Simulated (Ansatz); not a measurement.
Coupled-cluster diagnostics for the cluster Li5Sn⁻, Ansatz.

Geometry of the singlet (r2SCAN-D4/def2-TZVPD):

```xyz
6

Li   -1.340    2.071   -0.093
Li    1.104   -2.196    0.259
Li    1.014    0.751    2.126
Li   -1.238   -0.861   -1.950
Li    1.222    0.622   -0.918
Sn   -0.761   -0.388    0.576
```

In the def2 sets Sn takes a core potential; there is no spin–orbit coupling. Correlated methods freeze 4 core orbitals; core or outer-core shells of Li, Sn are correlated, in sets that lack core-valence functions. The geometry of the singlet was relaxed on an unsound state (restricted singlet, unstable towards broken spin symmetry). At PBE0-D4/def2-TZVPD a broken-symmetry singlet of charge -1 lies 0.12 eV below the triplet, each at its own geometry. At PBE0-D4/def2-TZVPD a broken-symmetry singlet of charge -1 lies 1.11 eV below the quintet, each at its own geometry. The structure comes from a short search, and lower isomers may exist.

Geometry of the charge -1 triplet (r2SCAN-D4/def2-TZVPD):

```xyz
6

Li   -1.283    1.931    0.901
Li    1.376   -1.966   -0.648
Li    2.249    0.885   -0.588
Li   -2.151   -0.922    0.838
Li   -0.578    0.211   -1.521
Sn    0.388   -0.139    1.017
```

Geometry of the charge -1 quintet (r2SCAN-D4/def2-TZVPD):

```
atom   x (Å)   y (Å)   z (Å)
 Li1   0.083  -0.190   2.962
 Li2   0.002   1.005  -1.937
 Li3  -1.864  -1.182  -1.943
 Li4   1.232   1.525   0.966
 Li5   1.567  -0.837  -0.535
 Sn6  -1.020  -0.321   0.486
```

(1) Estimate the CCSD(T) correlation energy, the shares of MP2 and (T), T1 and the reference's ⟨S²⟩ for: charge -1, singlet, own geometry in def2-TZVPPD; charge -1, triplet, own geometry in def2-TZVPPD; charge -1, quintet, own geometry in def2-TZVPPD; charge 0, doublet, vertical in def2-TZVPPD; and the rough time on 4 threads of Arm Neoverse V1 on a shared host.

Results:

(1) 
```tsv
state	basis	correlation (eV)	MP2 share (%)	(T) share (%)	T1	⟨S²⟩ (pure)	wall time	remarks
charge -1, singlet, own geometry	def2-TZVPPD	-16.892	94.9	4.7	0.021	0.00 (0.00)	36 s	large T1 (0.021), restricted SCF unstable
charge -1, triplet, own geometry	def2-TZVPPD	-16.200	92.5	4.0	0.048	2.30 (2.00)	6.9 min	large T1 (0.048), spin-contaminated (⟨S²⟩ 2.30)
charge -1, quintet, own geometry	def2-TZVPPD	-15.360	92.4	3.4	0.028	6.02 (6.00)	7.2 min	–
charge 0, doublet, vertical	def2-TZVPPD	-16.090	94.2	4.0	0.027	0.89 (0.75)	5.8 min	spin-contaminated (⟨S²⟩ 0.89)
```
Customary marks for T1 are 0.02 (closed shells), 0.045 (open shells) and about 0.05 (3d metals). T1 exceeds 0.02 in 4 of 4 rows and 0.045 in 1; the higher it lies, the less the single-reference result can be trusted.
